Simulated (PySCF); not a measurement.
# Yb⁴³⁺: fine-structure interval

Yb⁴³⁺ [Ar] 3d9 [3d3/2^4 3d5/2^5, M_J = 5/2] → Yb⁴³⁺ [Ar] 3d9 [3d3/2^3 3d5/2^6, M_J = 3/2], as a difference of total energies. Computed with PySCF 2.14 in an uncontracted even-tempered set (16 s from 9.8 bohr⁻², ratio 2.8; 13 p from 13 bohr⁻², ratio 2.8; 8 d from 13 bohr⁻², ratio 2.8; 3 f from 48 bohr⁻², ratio 3), with the two-component X2C-1e Hamiltonian. Correlated levels: [Ne] frozen; the 80 highest virtual spinors dropped. "Screened" scales the spin-orbit matrix elements by Boettger's factors to mimic the two-electron term; Breit and QED terms are absent.

```
                    method  fine-structure interval (cm⁻¹)
 GHF (screened spin-orbit)                          419100
GMP2 (screened spin-orbit)                          418690
     GHF (bare spin-orbit)                          489630
```
